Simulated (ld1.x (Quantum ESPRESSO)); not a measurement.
# Before and after: TM potential for zinc (Zn)

Zn, norm-conserving Troullier–Martins (Kleinman–Bylander form), made with ld1.x (Quantum ESPRESSO) 7.5 (PW91, scalar-relativistic). Core [Ar], reference 3d9 4s0 4p0 (charge +3). Waves: 4p (bound, empty): rc 2.25 bohr; 3d (bound): rc 1.10 bohr; 4s (bound, empty): rc 1.40 bohr. Local part: the s channel. Core correction: none.

Change: all radii scaled by about 0.75 (s 1.04, p 1.68, d 0.82 bohr).

Cutoffs: the cutoffs (Ry, on a coarse ladder) from which the occupation-weighted sum of valence levels, in a spherical-Bessel basis at the reference potential, stays within 10 and 1 mRy of its value at 400 Ry; they do not see the model core or the augmentation charge, which bear on the density cutoff. Errors are all-electron minus pseudo energies relative to the spin-unpolarised reference configuration.

Question: How do hardness, ghosts and transferability respond?

Answer: A bound ghost appears in p, s, which as a rule spoils a file; of the 5 tests that both files solve, the error grows in 4 and shrinks in 0 by more than 15 % and 0.3 meV (median size 88.4 → 424.0 meV). That the errors move this way runs against the usual rule that smaller radii transfer better.

| quantity | base | changed |
| --- | --- | --- |
| cutoff, loose | 200 Ry | 300 Ry |
| cutoff, tight | over 300 Ry | over 300 Ry |
| bound ghosts | none | p, s (extra level of the local part) |
| tests with a reliable result | 6 of 7 | 6 of 7 |
| error for 3d10 4s2 4p0, meV [ΔE -69.13 eV] | +42 | +632 |
| error for 3d10 4s1 4p0, meV [ΔE -59.16 eV] | -187 | +174 |
| error for 3d9 4s2 4p1, meV [ΔE -56.84 eV] | +310 | +588 |
| error for 3d10 4s1 4p1, meV [ΔE -64.01 eV] | -88 | +234 |
| error for 3d10 4s1.5 4p0, meV [ΔE -65.15 eV] | -63 | +424 |

Base: ld1.x printed “convergence not achieved” for 5 of the counted tests; their residual had stalled under 1e-8, short of the target of 1e-14. Changed file: ld1.x printed “convergence not achieved” for 5 of the counted tests; their residual had stalled under 1e-8, short of the target of 1e-14. A true bound ghost makes a file unfit for plane-wave use even where its test errors are small: the radial tests pick states by their node count and pass the ghost by.
